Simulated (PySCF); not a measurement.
Ga(H)2(SH) (GaH3S), SMILES [SH][GaH2]. Atoms are numbered in the order given.

```xyz
5

Ga    -0.0029     0.7196     0.0000
H      1.3704     1.4501     0.0000
H     -1.4049     1.3962     0.0000
S      0.0854    -1.4692     0.0000
H     -1.2418    -1.6471     0.0000
```

Coordinates come from a ωB97X-D3(BJ)/def2-TZVP optimisation.

All values below come from TDDFT-PBE0/def2-TZVPD run with PySCF 2.14.0.

Vertical excitations. Gas-phase values at a fixed geometry. State labels are in the subgroup Cs.

Computed excitation energies, oscillator strengths and character:
```
state  symmetry  energy (eV)  λ (nm)      f                              main pairs
-----  --------  -----------  ------  -----  --------------------------------------
S1           A'         5.33     233  0.067                          HOMO→LUMO 95 %
S2           A"         5.63     220  0.001                        HOMO−1→LUMO 99 %
S3           A"         5.93     209  0.001                        HOMO−2→LUMO 98 %
S4           A"         6.31     197  0.016      HOMO→LUMO+1 68 %, HOMO→LUMO+2 24 %
S5           A"         6.48     191  0.066      HOMO→LUMO+2 70 %, HOMO→LUMO+1 27 %
S6           A'         7.27     171  0.019                      HOMO−1→LUMO+1 93 %
S7           A"         7.56     164  0.063                        HOMO→LUMO+3 88 %
S8           A'         7.72     161  0.194  HOMO−1→LUMO+2 61 %, HOMO−2→LUMO+1 25 %
S9           A"         7.80     159  0.000                        HOMO→LUMO+4 93 %
S10          A'         7.84     158  0.277  HOMO−2→LUMO+1 65 %, HOMO−1→LUMO+2 25 %
T1           A'         4.45     279      0                          HOMO→LUMO 98 %
T2           A"         5.20     239      0                        HOMO−1→LUMO 92 %
T3           A"         5.44     228      0                        HOMO−2→LUMO 92 %
T4           A"         5.88     211      0                        HOMO→LUMO+1 72 %
```
Triplets are in the Tamm–Dancoff approximation, which puts them higher than full response would, so one can lie above its singlet here.
